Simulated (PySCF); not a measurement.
# Relaxation of doublet IrO₃

Level of theory: UPBE0 in PySCF with Ir def2-SVP with ECP60, O def2-SVP; scalar-relativistic core potentials, no spin–orbit coupling; density-fitted integrals. A (50,194) grid was used.

A start displaced from a saddle point along its imaginary mode, of Cs symmetry, held to at least that symmetry:

```xyz
4
charge 0 multiplicity 2, angstrom
Ir    0.0000   -0.0394   -0.1351
O     0.6546    0.1126    1.7161
O    -0.6546    0.1126    1.7161
O     0.0000    0.2500   -1.8026
```

At each step, columns x, y, z (Å) and Fx, Fy, Fz (eV/Å):

```
step 0  E − E(last) = 1.65 kJ/mol
Ir   0.000  -0.039  -0.135   0.000   0.353  -0.925
O    0.655   0.113   1.716  -0.002  -0.041  -0.091
O   -0.655   0.113   1.716   0.002  -0.041  -0.091
O    0.000   0.250  -1.803   0.000  -0.271   1.107
step 1  E − E(last) = 0.43 kJ/mol
Ir   0.000  -0.016  -0.140   0.000  -0.045   0.516
O    0.656   0.107   1.708  -0.054  -0.008   0.042
O   -0.656   0.107   1.708   0.054  -0.008   0.042
O    0.000   0.236  -1.781   0.000   0.061  -0.599
step 2  E − E(last) = 0.07 kJ/mol
Ir   0.000  -0.009  -0.138   0.000   0.043  -0.049
O    0.655   0.106   1.712  -0.037  -0.007   0.019
O   -0.655   0.106   1.712   0.037  -0.007   0.018
O    0.000   0.234  -1.791   0.000  -0.028   0.012
step 3  E − E(last) = 0.03 kJ/mol
Ir   0.000  -0.002  -0.138   0.000   0.030  -0.072
O    0.655   0.104   1.713  -0.015  -0.004   0.019
O   -0.655   0.104   1.713   0.015  -0.004   0.019
O    0.000   0.230  -1.793   0.000  -0.022   0.034
step 4  E − E(last) = 0.00 kJ/mol
Ir   0.000   0.013  -0.140   0.000   0.004  -0.037
O    0.654   0.101   1.716  -0.005   0.002   0.006
O   -0.654   0.101   1.716   0.005   0.002   0.006
O    0.000   0.222  -1.798   0.000  -0.007   0.026
step 5  E − E(last) = 0.00 kJ/mol
Ir   0.000   0.014  -0.140   0.000  -0.001  -0.009
O    0.654   0.100   1.716   0.003   0.002   0.003
O   -0.654   0.100   1.716  -0.003   0.002   0.003
O    0.000   0.221  -1.798   0.000  -0.003   0.003
```

It ends at Cs with Ir–O 1.671 Å, Ir–O 1.970 Å (×2), O–O 1.308 Å; Ir–O–O 70.6° (×2), O–Ir–O 38.8°, O–Ir–O 158.4° (×2). A frequency run shows a minimum. Other isomers or separated fragments may lie lower.

The determinant is spin-contaminated (⟨S²⟩ = 1.00, pure value 0.75). Open d and f shells are described by one determinant, and the ground state may have another occupation or spin. With an element this heavy the missing spin–orbit coupling can shift these numbers.
